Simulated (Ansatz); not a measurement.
Acid–base and redox partners of [GeH4]. All species are isolated molecules in the gas phase. Strings in code marks are SMILES.

Quantity: vertical detachment energy (energy after one electron is removed minus that of the parent at the parent's geometry), in eV.

Case: `[GeH3-]`. Geometry of `[GeH3-]` (charge -1, multiplicity 1, Å):

```xyz
4

Ge    -0.0001    -0.0045     0.6707
H     -0.1942     1.3407    -0.2145
H     -1.0627    -0.8363    -0.2294
H      1.2570    -0.4999    -0.2268
```

### Question
What vertical detachment energy (energy after one electron is removed minus that of the parent at the parent's geometry) does frozen-core CCSD(T)/aug-cc-pVTZ // B3LYP-D3(BJ)/def2-TZVPD (Ansatz, a quantum-chemistry and plane-wave program) give?

### Answer
2.18 eV.
